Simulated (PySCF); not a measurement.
## `C=C[SiH2][C@@H]1SC[C@@H]1F`, C5H9FSSi

Cartesian coordinates in Å; atom numbers follow the order of the lines, from 1:
```xyz
17

C     3.4202    0.2936   -0.3136
C     2.1521    0.0512   -0.6067
Si    0.7014    0.5289    0.4879
C    -0.6265   -0.8128    0.1790
S    -1.2294   -0.7404   -1.5609
C    -2.5531    0.0965   -0.6191
C    -2.0068   -0.4410    0.6950
F    -1.9854    0.4986    1.7042
H     3.7034    0.7819    0.6046
H     4.2322    0.0169   -0.9687
H     1.9242   -0.4414   -1.5457
H     1.0154    0.5088    1.9168
H     0.1414    1.8199    0.0795
H    -0.3032   -1.8173    0.4445
H    -2.4567    1.1780   -0.6951
H    -3.5552   -0.2201   -0.8958
H    -2.5810   -1.2893    1.0841
```

Theory: TDDFT B3LYP/def2-SVPD circular dichroism and optical rotation, one conformer, gas phase (PySCF 2.14.0). Geometry: GFN2-xTB.

The molecule is flexible and this is one conformer; a measurement averages over conformers. States above about 6.3 eV (minus the energy of the highest occupied orbital) lie near or above the ionisation threshold and depend on the basis. Singlets 7 and 8 lie within 0.01 eV of each other, so their separate moments and overlaps can depend on how they mix.

Stereocentres: C4 R, C7 S.

Task: What is the specific rotation at 633, 589.3, 546, 436, 405, 365, 355 nm?

Result: [α] in deg dm⁻¹ (g/mL)⁻¹:
| λ (nm) | origin-invariant length gauge | modified velocity gauge | length gauge (centre of mass) | isotropic polarisability (au) |
| --- | --- | --- | --- | --- |
| 633 | -282.9 | -279.3 | -283.7 | 108.5 |
| 589.3 | -331.7 | -327.6 | -332.6 | 109.0 |
| 546 | -394.0 | -389.3 | -395.1 | 109.7 |
| 436 | -666.3 | -659.3 | -668.2 | 112.6 |
| 405 | -795.2 | -787.2 | -797.6 | 113.9 |
| 365 | -1016.0 | -1005.9 | -1019.0 | 116.4 |
| 355 | -1080.0 | -1069.1 | -1083.2 | 117.2 |

Task: And for the mirror image at 589.3 nm?

Result: +331.7 deg dm⁻¹ (g/mL)⁻¹ (origin-invariant length gauge): the same size and the opposite sign.

Task: What is the molar rotation [Φ] = [α]·M/100 of the geometry above at 589.3 nm?

Result: With M = 148.27 g/mol, -491.8 deg cm² dmol⁻¹ (origin-invariant length gauge).

The first excitation lies at 4.50 eV (276 nm) with R = +8.2 × 10⁻⁴⁰ esu² cm² (velocity form).
